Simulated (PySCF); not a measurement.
Species: H₈OSi₃.
SMILES with atom numbers: `[SiH3:1][O:2][SiH2:3][SiH3:4]` (hydrogens: H5, H6, H7 on Si1; H8, H9 on Si3; H10, H11, H12 on Si4)

The geometry is computed with GFN2-xTB (gas phase).

(1) List the bond lengths and angles at this level.

Answers

(1) 
```tsv
bond	length (Å)	order
Si1–O2	1.615	single
O2–Si3	1.626	single
Si3–Si4	2.301	single
Si1–H5, Si1–H6, Si1–H7	1.461	single
Si3–H8, Si3–H9	1.470	single
Si4–H10, Si4–H11, Si4–H12	1.469	single
```

Bonds in one row agree within 0.01 Å and their mean is given. Orders are formal, as drawn. A selection of angles:
```tsv
angle	degrees
O2–Si1–H5	105.9
O2–Si1–H6	108.8
H5–Si1–H6	111.7
H5–Si1–H7	112.8
Si1–O2–Si3	166.1
O2–Si3–Si4	106.2
O2–Si3–H8	105.7
Si4–Si3–H8	115.7
H8–Si3–H9	106.9
Si3–Si4–H10	110.3
Si3–Si4–H11	114.3
H10–Si4–H11	105.8
```

O2 (siloxane oxygen) is bent (angle 166.1°). The 4 heavy atoms lie in one plane (0.010 Å rms). Si3 (oxygen-bound silicon) is distorted tetrahedral (angles from 105.2° to 116.0°). Si4 (SiH3 silicon) is distorted tetrahedral (angles from 105.5° to 114.4°). Si1 (oxygen-bound silicon) is distorted tetrahedral (angles from 105.3° to 112.8°).

Point group: near Cs, missed by 0.30 Å at most; the miss may be what the optimiser left on a soft mode. No GFN2-xTB frequencies stand behind this structure, so it isn't proved a minimum.
